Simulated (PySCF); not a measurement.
A side-by-side comparison of computed properties.

First species: C6H8F3P.
SMILES: `C#CP(C)CCC(F)(F)F`

Second species: C2H14OSi5.
InChI=1S/C2H14OSi5/c1-6-5-8(3-4)7(6)2/h6-8H,5H2,1-2,4H3/t6-,7+,8-/m0/s1

Levels: PBE0/pcSseg-1 for dipole moment, HOMO energy, LUMO energy and HOMO–LUMO gap; GFN2-xTB for rotational constant A and rotational constant C. Geometries: GFN2-xTB. Each species is one conformer at its optimised geometry, gas phase, non-relativistic unless stated. Electronic properties by PySCF.

The conformers computed, where there is a choice (atom-mapped SMILES and torsion angles):
- `[CH:1]#[C:2][P:3]([CH3:4])[CH2:5][CH2:6][C:7]([F:8])([F:9])[F:10]`: C2–P3–C5–C6 -72°, P3–C5–C6–C7 -179°, C5–C6–C7–F8 -60°
- `[CH3:1][Si@@H:2]1[Si@@H:3]([CH3:4])[SiH2:5][Si@@H:6]1[O:7][SiH3:8]`: Si5–Si6–O7–Si8 -47°

```csv
property,column X,column Y
dipole moment,2.23 D,0.97 D
HOMO energy,-7.15 eV,-6.92 eV
LUMO energy,-0.21 eV,-1.72 eV
HOMO–LUMO gap,6.94 eV,5.20 eV
rotational constant A,1.986 GHz,1.210 GHz
rotational constant C,0.488 GHz,0.467 GHz
```

Which column belongs to which species?

Column X is the first species and column Y the second. The first has 18 atoms and 86 electrons, the second 22 and 104.

How does each property change from the first species to the second?

dipole moment -1.26 D; HOMO energy +0.23 eV; LUMO energy -1.51 eV; HOMO–LUMO gap -1.74 eV; rotational constant A -0.776 GHz; rotational constant C -0.021 GHz.

On the first: A dipole of 2.23 D is allowed in C1, and pure rotational transitions are dipole-allowed. In atomic units the dipole is 0.88 e·bohr (1 au = 2.5417 D).

On the second: The dipole equals about 3.2 × 10⁻³⁰ C·m (1 D = 3.33564 × 10⁻³⁰ C·m). A dipole of 0.97 D is allowed in C1, and pure rotational transitions are dipole-allowed.
